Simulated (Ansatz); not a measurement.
`[CH3][In]([OH])[Cl]` → Cl• + `[CH3][In][OH]`•  (homolysis of the Cl–In bond)

Isolated molecules relaxed with PBE0-D4/def2-TZVP in Ansatz; ΔE leaves out vibrations. CCSD(T)/CBS adds triple-zeta CCSD(T) − MP2 to the extrapolated MP2 energy (def2 sets, frozen cores). This one scheme is used for every species, atoms too. DFT in def2-TZVPP. No spin–orbit coupling; open shells (•) take unrestricted orbitals. Spin–orbit coupling would lower the free atoms: a little for Cl. def2 core potentials past Kr. For In outer-core shells are correlated without core-valence functions, so the limit isn't a true one: a few kJ/mol of doubt a bond, and 10 to 20 or more in all where bonds break to atoms. One conformer a species, not always the lowest.

CCSD(T)/CBS gives +403.8 kJ/mol.

Task: Another level gave +385.9 kJ/mol. Which?
A. RPA@PBE/def2-TZVPP
B. PBE-QIDH/def2-TZVPP
C. PBE-D4/def2-TZVPP
D. CCSD/def2-TZVPP

Result: C. PBE-D4 385.9, PBE-QIDH 399.9, CCSD/def2-TZVPP 377.5, RPA@PBE/def2-TZVPP 348.0 kJ/mol.

Largest T1 diagnostic among the species: 0.019.

The D4 term adds +6.4 kJ/mol with B3LYP and +3.7 kJ/mol with PBE0; it sums over pairs of atoms, weighted by their polarisabilities, and B3LYP, whose exchange is more repulsive, gets the larger term. At CCSD(T), def2-SVP lies −35.7 kJ/mol from the extrapolated value and def2-TZVPP −17.3 kJ/mol: correlation converges slowly with the basis, and small sets miss more of it in the bonded molecule than in its fragments. In def2-TZVPP, CCSD(T) changes the Hartree–Fock value by +89.3 kJ/mol (the triples alone add +9.1 kJ/mol) and MP2 by +111.6 kJ/mol; breaking electron pairs costs correlation energy, which Hartree–Fock lacks.

B3LYP here is the variant with VWN-RPA as its local correlation; programs differ in this.

CCSD(T)/CBS has its own doubt, a few kJ/mol and more with outer-core shells, so smaller differences from it don't rank the levels.
